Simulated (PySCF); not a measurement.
Spectroscopic constants of MgF+, closed-shell singlet (lowest of 2S+1 = 1, 3 at CCSD(T)/def2-TZVPP on PBE0 minima; our sources give no spin for the ground state, which may be another).

The constants come from a fifth-degree fit in 1/R (seven points, main isotopes). In def2 and cc sets the state is the lowest found near the PBE0 minimum, followed along R. The singlet is held restricted.

Rows in 6-31G* carry no dispersion term and start afresh at each structure (6-31G* with six Cartesian d functions).

Run with PySCF for 6-31G* rows. Values without a source in brackets are computed.

Energies at B3LYP/6-31G*:

```
R (Å)       E (hartree)
--------  -------------
1.580872  -299.65576513
1.623369  -299.66143210
1.662466  -299.66422144
1.706662  -299.66511588
1.750859  -299.66408469
1.801855  -299.66101656
1.861350  -299.65550606
```

Task: With a reduced mass of 10.6012 u, find the minimum, the force constant and the constants.

Result: A fifth-degree polynomial in 1/R puts the minimum at r_e = 1.7034 Å with force constant 435 N/m. Then ω_e = (1/2πc)√(k/μ) = 835 cm⁻¹ and B_e = h/(8π²cμr_e²) = 0.5480 cm⁻¹; the cubic and quartic terms give α_e = 0.0042 and ω_e x_e = 3.9 cm⁻¹.
